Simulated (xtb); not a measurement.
xtb input (GFN1-xTB):

```bash
xtb mol.xyz --gfn 1 --opt tight --chrg 0 --uhf 0
```
mol.xyz:
```
9

O     -2.99472431     1.15831015     0.75789433
C     -2.16868753     0.37103941     0.51829271
N     -1.33955033    -0.45765057     0.28673864
Si     0.04450297    -1.31677401    -0.21161885
N      1.36365949    -0.25570241    -0.40138165
C      2.13395960     0.65650638    -0.35315575
O      2.90380722     1.53178606    -0.32556877
H     -0.23133974    -1.95167161    -1.50850049
H      0.37523836    -2.30606588     0.82423918
```

End of the output:

```
     2   6 C        3   7 N                                       1.1938683
     3   7 N        4  14 Si                                      1.7155341 (max)
     4  14 Si       5   7 N                                       1.7155133
     5   7 N        6   6 C                                       1.1938834
     6   6 C        7   8 O                                       1.1577417
     4  14 Si       8   1 H                                       1.4399834
     4  14 Si       9   1 H                                       1.4399563

 * 4 distinct bonds (by element types)

   Z      Z             #   av. dist./Å        max./Å        min./Å
   6 C    7 N           2     1.1938759     1.1938834     1.1938683
   6 C    8 O           2     1.1577178     1.1577417     1.1576939
   1 H   14 Si          2     1.4399698     1.4399834     1.4399563
   7 N   14 Si          2     1.7155237     1.7155341     1.7155133

optimized geometry written to: xtbopt.xyz

           -------------------------------------------------
          | TOTAL ENERGY              -23.065197038913 Eh   |
          | GRADIENT NORM               0.000425635952 Eh/α |
          | HOMO-LUMO GAP               5.913922328396 eV   |
           -------------------------------------------------
Note: The following floating-point exceptions are signalling: IEEE_DENORMAL
normal termination of xtb

------------------------------------------------------------------------
------------------------------------------------------------------------
 total:
 SCF:
 ANC optimizer:
```
